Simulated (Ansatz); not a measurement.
Ideal-gas functions of FGe₂H₅O (`[OH][GeH]([F])[GeH3]`) at 600 K and 1 bar, from an Ansatz frequency run at PBE0-D4/def2-TZVP.

Molar mass 185.26 g/mol, point group C1 (symmetry number 1), electronic degeneracy 1, moments of inertia 97.437, 348.275, 400.713 u Å². Harmonic wavenumbers (cm⁻¹, unscaled): 60, 110, 147, 200, 265, 280, 464, 470, 668, 697, 727, 742, 793, 877, 879, 924, 2128, 2164, 2174, 2184, 3886.

Use S(trans) = R[1.5 ln M + 2.5 ln T − 1.1517]; rotational temperatures θ = 24.2544 K / I; S(rot) = R[ln(√π/σ · √(T³/θAθBθC)) + 1.5]; for each mode x = 1.438777 ν̃/T, S = R[x/(eˣ − 1) − ln(1 − e⁻ˣ)] and H = RT x/(eˣ − 1); 1 cm⁻¹ = 0.0119627 kJ/mol; R = 8.31446 J/(mol·K).

Problem. By hand: the entropy, in J/(mol·K).

Solution. Translation 188.5. Rotation: θ = 0.2489, 0.0696, 0.0605 K, giving 125.5. Vibration, mode by mode: 24.44, 19.42, 17.03, 14.50, 12.22, 11.78, 7.84, 7.75, 5.23, 4.95, 4.67, 4.54, 4.12, 3.51, 3.50, 3.22, 0.31, 0.29, 0.28, 0.28, 0.01, in all 149.9. Electronic 0.0. Sum 463.9 J/(mol·K).

Problem. By hand: H − E and G − E in kJ/mol, counted from the electronic energy.

Solution. Zero-point energy ½ × 20839 × 0.0119627 = 124.6; thermal vibration 43.6; translation, rotation and pV give 4 RT = 20.0. H − E = 188.2 kJ/mol, and G − E = 188.2 − 600 × 463.9/1000 = -90.1 kJ/mol.

Vibration gives 32 % of the entropy, 60.9 J/(mol·K) of it from the modes under 150 cm⁻¹: soft modes count most, and the harmonic formula is weakest for them. The sum counts one conformer and one mirror image; others add a mixing term.
